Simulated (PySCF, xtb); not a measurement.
Ag(I) cation (AgI), SMILES [Ag][I] (connectivity only; charge and spin as stated), charge +1, multiplicity 2.

Harmonic wavenumbers (cm⁻¹) from GFN2-xTB run with xtb at its own minimum, in rising order: 167.

What does B3LYP-D3(BJ)/def2-TZVP (PySCF) give at its own minimum? (Estimate from the structure and the level; the computed values follow.)

141. Paired by order, the mean absolute difference is 25 cm⁻¹ and the zero-point energies are 0.2 and 0.2 kcal/mol.
